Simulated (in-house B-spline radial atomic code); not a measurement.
Results of a calculation; reference values are marked as such.
# Xe in an electron gas of r_s = 2.4: phase shifts, screening, friction and resistivity

A nucleus sits in a uniform electron gas with a rigid positive background. The Kohn-Sham equations are solved self-consistently in the spin-unpolarised LDA (PW92), non-relativistic, on B-splines with outgoing waves at the boundary and partial waves to l = 8. The model has no lattice, no bands and no magnetic solution. Atomic units; δ_l are the phase shifts at the Fermi level, counted so that each bound state adds π, and good to about 0.0005.

The density parameter is r_s = 2.4 bohr, near that of the valence electrons of In (3 per atom, density 7.31 g/cm³, mass 114.82 u, which gives r_s = 2.41).

```
l  δ_l (rad)
0    14.0578
1    11.5183
2     7.1026
3     0.0880
4     0.0078
5     0.0012
6     0.0001
7     0.0002
8     0.0001
```

Bound levels below the band bottom (hartree): s -6.43, p -4.816, d -2.041, s -0.4452, p -0.09685 and deeper ones.

(1) Check the Friedel sum rule, and say where the screening charge sits.

(2) Find the transport cross section and the electronic stopping of a 10 keV Xe ion (mass 131.29 u).

(3) What residual resistivity would 1 atomic per cent of such centres give in In?

(4) On a substitutional site the background of one host ion, a sphere holding 3 charges, is taken out. The phase shifts for l = 0 to 4 become 13.7869, 11.2679, 6.4889, 0.0141, -0.0014. What follows?

Results:

(1) k_F = (9π/4)^(1/3)/r_s = 0.79965. The rule is Z = (2/π) Σ (2l + 1) δ_l. The terms are s 8.949, p 21.998, d 22.608, f 0.392 and 0.057 beyond, in all 54.005 against Z = 54. Bound states hold 10 s, 24 p, 20 d electrons, so the scattering states carry 0.01 in all; where a term is smaller than its bound count, the bound level has drawn weight out of the band.

(2) σ_tr = (4π/k_F²) Σ (l + 1) sin²(δ_l − δ_(l+1)). The terms for l = 0 to 3 are 0.3208, 1.8291, 1.3384, 0.0257, all together 3.5141, so σ_tr = 19.652 × 3.5141 = 69.060 bohr². With n = 3/(4π r_s³) = 0.01727, the friction coefficient is Q = n k_F σ_tr = 0.9537. For v well below v_F = 0.800, dE/dx = Q v; with 24801 eV per u at v = 1, v = √(10000/(24801 × 131.29)) = 0.0554, so dE/dx = 0.05285 hartree/bohr = 27.2 eV/nm. The largest term couples the p and d waves.

(3) Δρ = k_F n_i σ_tr/n in atomic units of 21.74 μΩ·cm. With one host atom per 3 electrons, n_i/n = 0.01/3, so Δρ = 0.7996 × 0.00333 × 69.060 × 21.74 = 4.00 μΩ·cm. This is an atom added to the gas, as on an interstitial site.

(4) The Friedel sum is now 51.01, for Z − 3 = 51. The sum in σ_tr is 2.4410, so σ_tr = 47.97 bohr² and Δρ = 2.78 μΩ·cm per atomic per cent, 0.69 times the value above. A real host ion scatters too, so this model doesn't give zero even for the host's own atom.
